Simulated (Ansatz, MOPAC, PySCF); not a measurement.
Precursor series W F-OH. All species are isolated molecules in the gas phase. One relaxed conformer stands for each flexible species; it need not be the lowest.

Quantity: redistribution energy (mixed species minus the weighted end members), in kcal/mol. Semi-empirical values (MOPAC) are differences of heats of formation.

Level 1: frozen-core CCSD(T)/def2-TZVPP // TPSS-D3(BJ)/def2-SVP (Ansatz, a first-principles code)
Level 2: BP86/6-31G* (LANL2DZ on W) // TPSS-D3(BJ)/def2-SVP (PySCF)
Level 3: PBE/6-31G* (LANL2DZ on W) // TPSS-D3(BJ)/def2-SVP (PySCF)
Level 4: PM6 // TPSS-D3(BJ)/def2-SVP (MOPAC)

```csv
species,level 1,level 2,level 3,level 4
2 of 6 F replaced by OH: [W(F)4(OH)2],…,-0.37,-0.05,…
5 of 6 F replaced by OH: [W(F)(OH)5],-2.65,-2.07,-2.01,…
1 of 6 F replaced by OH: [W(F)5(OH)],-2.09,0.14,0.36,-16.2
3 of 6 F replaced by OH: [W(F)3(OH)3],-3.62,-1.00,-0.69,-26.7
```

Some entries are withheld; supply them.


- 2 of 6 F replaced by OH: [W(F)4(OH)2], level 1: -3.15
- 2 of 6 F replaced by OH: [W(F)4(OH)2], level 4: -21.8
- 5 of 6 F replaced by OH: [W(F)(OH)5], level 4: -7.90
